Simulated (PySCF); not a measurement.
## Polarisability and C₆ of Mn²⁺ (manganese, charge +2)

[Ar] 3d5, high-spin 6S determinant. Computed with PySCF 2.14 in aug-cc-pVDZ-DK (7s6p4d2f, 59 functions), with scalar relativity by spin-free X2C-1e. Coupled (time-dependent) response in atomic units; α is the mean over directions. A double-zeta set is small for polarisabilities.

```tsv
method	mean α (bohr³)	C₆ (like pair)	S(−4)
wB97X	3.851	10.93	8.735
r2SCAN0	3.691	10.53	7.488
```

S(−4) is the Cauchy moment in α(ω) = α(0) + S(−4) ω² + …

α(iu) at wB97X:

```
u (hartree)  α(iu) (bohr³)
          0          3.851
     0.0500          3.829
      0.100          3.767
      0.200          3.550
      0.300          3.272
      0.500          2.728
      0.750          2.205
       1.00          1.825
       1.50          1.322
       2.00          1.006
       3.00         0.6368
       5.00         0.3119
```

A single London oscillator, α(iu) = α/(1 + u²/ω²), gives C₆ = (3/4) ω α². Matching the computed C₆ needs ω = 4 × 10.93 / (3 × 3.851²) = 0.983 hartree.

For an ion, C₆ is the dispersion term alone; charge-induced terms of lower order in 1/R come first.
